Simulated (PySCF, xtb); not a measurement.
C2H4F2Si, SMILES [SiH3]/C(F)=C\F.

Geometry optimised at B3LYP-D3(BJ)/def2-SVP. The structure was generated by enumeration; whether it is a known compound was not checked.

Calculation: IEF-PCM-ωB97X/def2-SVP (PySCF 2.14.0).

The values are the electrostatic part of the solvation free energy, E(continuum) − E(gas) at the gas-phase geometry, in a cavity of scaled van der Waals radii (PySCF's table); cavitation and dispersion terms are not included. In vacuum the orbital gap is 11.73 eV. The dipole moment in vacuum is 0.23 D.

| solvent | ε | ΔG(elec) (kcal/mol) | dipole (D) | gap (eV) |
|---|---|---|---|---|
| water | 78.36 | -1.8 | 0.33 | 11.79 |
| acetonitrile | 35.69 | -1.8 | 0.33 | 11.79 |
| benzene | 2.27 | -0.9 | 0.27 | 11.76 |

For comparison, GFN2-xTB/ALPB(water) (xtb, at the GFN2-xTB geometry, all terms of that model) gives -0.4 kcal/mol.
